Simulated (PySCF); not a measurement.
All of these have the formula C6H12BP. Level of theory: PySCF 2.14.0, density-fitted response routines, TDDFT CAM-B3LYP/def2-SVPD, vertical, gas phase, core orbitals frozen in the response. Geometries: PBE0-D3(BJ)/def2-SVP; one conformer of each isolated species. Triplets are in the Tamm–Dancoff approximation.

A. `[BH3-][P+]1(C)C=CCC=C1`
B. `[BH3-][P+]1(CC#C)CCC1`
C. `C1CC[P+]1(C#CC)[BH3-]`

Lowest singlet levels (six at most, fewer where fewer were computed) with oscillator strengths:

1. 6.40 eV (f 0.000); 6.62 eV (f 0.021); 6.65 eV (f 0.001); 7.25 eV (f 0.016); 7.51 eV (f 0.012); 7.63 eV (f 0.009); T1 5.26 eV
2. 5.59 eV (f 0.003); 6.07 eV (f 0.009); 6.26 eV (f 0.003); 6.91 eV (f 0.011); 7.10 eV (f 0.009); 7.22 eV (f 0.111); T1 4.87 eV
3. 5.81 eV (f 0.001); 6.43 eV (f 0.246); 6.87 eV (f 0.030); 6.91 eV (f 0.011); 7.01 eV (f 0.009); 7.10 eV (f 0.004); T1 4.15 eV

Task: Match each spectrum to its molecule.

Result: 1 = B, 2 = C, 3 = A.
- A: S1 at 5.81 eV, HOMO→LUMO (98%); Löwdin shares by element: HOMO carbon 21% or more, boron 17%, phosphorus 15% (atoms not listed hold the other 48%); LUMO carbon 69% or more (atoms not listed hold the other 31%); HOMO -8.60 and LUMO 0.32 eV; point group Cs.
- B: S1 at 6.40 eV, HOMO-3→LUMO+1 (34%), HOMO-3→LUMO+3 (13%), HOMO→LUMO+5 (11%); Löwdin shares by element: HOMO carbon 28% or more, boron 21%, phosphorus 20% (atoms not listed hold the other 32%); LUMO carbon 36% or more, boron 12% (atoms not listed hold the other 53%); HOMO -9.17 and LUMO 1.02 eV.
- C: S1 at 5.59 eV, HOMO→LUMO (78%), HOMO-4→LUMO (8%); Löwdin shares by element: HOMO carbon 34% or more, boron 18%, phosphorus 16% (atoms not listed hold the other 33%); LUMO carbon 45% or more, phosphorus 19% (atoms not listed hold the other 36%); HOMO -8.81 and LUMO 0.55 eV.
